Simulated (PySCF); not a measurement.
Sn(H)2(Cl)(Me) (CH5ClSn), SMILES [CH3][SnH2][Cl]. Coordinates come from a B3LYP-D3(BJ)/def2-SVP optimisation. The def2 effective core potentials stand for the cores of Sn; spin–orbit coupling is left out.

Computed equilibrium geometry at B3LYP-D3(BJ)/def2-SVP (PySCF confirms it by a frequency run) as bond lengths and angles, and its point group:
point group Cs.
Atoms: Sn1 C2 Cl3 H4 H5 H6 H7 H8. Bonds (Å): Sn1–C2 2.157, Sn1–Cl3 2.383, Sn1–H4 1.719, Sn1–H5 1.719, C2–H6 1.099, C2–H7 1.100, C2–H8 1.099. Angles (°): C2–Sn1–Cl3 106.1, C2–Sn1–H4 113.2, C2–Sn1–H5 113.2, Cl3–Sn1–H4 105.9, Cl3–Sn1–H5 105.9, H4–Sn1–H5 111.8, Sn1–C2–H6 109.2, Sn1–C2–H7 109.8, Sn1–C2–H8 109.2, H6–C2–H7 109.5, H6–C2–H8 109.4, H7–C2–H8 109.5.
